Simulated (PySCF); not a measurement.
Stepwise substitution at one centre (B CH3-I). Gas-phase values, no solvent. Strings in code marks are SMILES.

The vertical ionisation energy (Delta-SCF) from two functionals at the same geometries (PBE0-D3(BJ)/def2-TZVP), both in PySCF: PBE-D3(BJ)/def2-TZVP and TPSSh-D3(BJ)/def2-TZVP. Delta-SCF ions had no search for a lower state. 

```
species                              TPSSh-D3(BJ)/def2-TZVP (eV)
-----------------------------------  ---------------------------
1 of 3 CH3 replaced by I (`CB(I)C`)                         9.32
2 of 3 CH3 replaced by I                                    9.14
3 of 3 CH3 replaced by I (`IB(I)I`)                         8.96
```

Problem. What does PBE-D3(BJ)/def2-TZVP give for each?

Solution. 
- 1 of 3 CH3 replaced by I (`CB(I)C`): 9.21
- 2 of 3 CH3 replaced by I: 8.95
- 3 of 3 CH3 replaced by I (`IB(I)I`): 8.72
Over these rows, drawn at random from the members with no instability flagged (it was tested for open shells, ions and some series alone), PBE minus TPSSh-D3(BJ): mean -0.18 eV, from -0.25 eV to -0.12 eV.
